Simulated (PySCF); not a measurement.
# Level sweep

Compound: SiCl4.
Atom-mapped SMILES: `[Cl:1][Si:2]([Cl:3])([Cl:4])[Cl:5]`

PySCF, dipoles from the SCF density, polarisabilities from static response with core orbitals frozen. Isolated species at its PBE0-D3(BJ)/def2-SVP geometry, gas phase.

Reference polarisability: 11.269 Å³ (measured, gas; NIST CCCBDB Release 22 (SRD 101), experimental polarizabilities). The anisotropy is √(½[(α1 − α2)² + (α2 − α3)² + (α3 − α1)²]).

```
            level  α (au)  error (%)  anisotropy (au)
wB97X-D/def2-SVPD   75.39       -0.9             0.02
LC-wPBE/def2-SVPD   74.01       -2.7             0.02
      PBE0/6-31G*   56.03      -26.3             0.04
    PBE0/def2-SVP   52.36      -31.2             0.03
     PBE0/6-31+G*   63.92      -15.9             0.04
 PBE0/aug-cc-pVDZ   75.89       -0.2             0.03
   PBE0/def2-TZVP   67.52      -11.2             0.03
  PBE0/def2-TZVPD   77.48       +1.9             0.02
 PBE0/aug-cc-pVTZ   77.13       +1.4             0.02
```

For the polarisability, the smallest error is 0.2% (PBE0/aug-cc-pVDZ) and the largest 31.2% (PBE0/def2-SVP). The dipole stays under 0.05 D at every level. With PBE0 the polarisability is 58.64 au without diffuse functions (mean of 6-31G*, def2-SVP and def2-TZVP) and 73.61 au with them (mean of 6-31+G*, aug-cc-pVDZ, def2-TZVPD and aug-cc-pVTZ). Measured values can belong to vibrating molecules; the computed ones are for one fixed geometry.
